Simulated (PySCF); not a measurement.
C6H7O3 (doublet state).
Z-matrix (Å and degrees, GFN2-xTB geometry), rows numbered from 1:
```
C 
O   1  1.4123
C   2  1.3479  1  121.35
C   3  1.4115  2  115.55  1  -179.65
C   4  1.3503  3  121.04  2   179.77
C   5  1.4849  4  120.80  3    -0.13
O   6  1.4153  5  115.70  4     0.70
C   7  1.3585  6  124.60  5    -0.78
O   8  1.2153  3  125.36  2     0.21
H   1  1.0896  2  105.06  3  -179.97
H   1  1.0913  2  111.50  3   -60.74
H   1  1.0916  2  111.47  3    60.72
H   4  1.0794  3  117.21  2    -0.32
H   5  1.0765  4  122.39  3   179.93
H   6  1.1022  5  110.32  4   121.90
H   6  1.1026  5  110.21  4  -120.52
```

The hyperfine couplings belong to this conformer and change with its torsions.

Identity: `COC1=C[CH]COC1=O` [radical].

The calculation used PySCF, UKS B3LYP, pcH-1 on C H O, non-relativistic, mean-field spin-orbit, GIAO. The structure is a single GFN2-xTB conformer in the gas phase; no vibrational or solvent corrections. The geometry wasn't refined by DFT: couplings that depend on bond lengths, twists or pyramidal angles can differ widely from those at the functional's own minimum. The SCF solution wasn't tested for stability.

The Mulliken spin populations are largest on C3 (+0.51), C5 (+0.44), C4 (-0.20) and O2 (+0.13). The positive populations add up to 1.30 and the negative ones to -0.30, together 2S = 1. The angles at C3 add up to 360.0°, so it is planar.

Q: Test a(H) = Q·ρ(C) for the protons on planar carbons with a spin population beyond ±0.08.

A: 
```tsv
H	C	ρ(C)	a(H) (G)	a/ρ (G)
H13	C4	-0.204	+3.30	-16.2
H14	C5	+0.435	-10.36	-23.8
```

A least-squares line through the origin gives Q = -22.4 G with Mulliken populations. In every row coupling and population have opposite signs. Where ρ is negative the coupling is positive.

Q: How do the β-proton couplings of this frozen conformer go with θ, the angle between the C–H bond and the normal to the plane of the spin centre's three neighbours, both seen down the bond from centre to carbon?

A: 
```csv
β H,on,centre,θ (°),cos²θ,a (G)
H15,C6,C5,32,0.72,+24.22
H16,C6,C5,31,0.74,+24.86
```

Couplings in gauss use g_iso = 2.0039.

Hardware: one thread of an Arm Neoverse V1, shared host with 32 logical CPUs at a one-minute load of 13. Cost: 93 s of wall time (grids of density and orbitals included), 0.97 GiB resident at most.
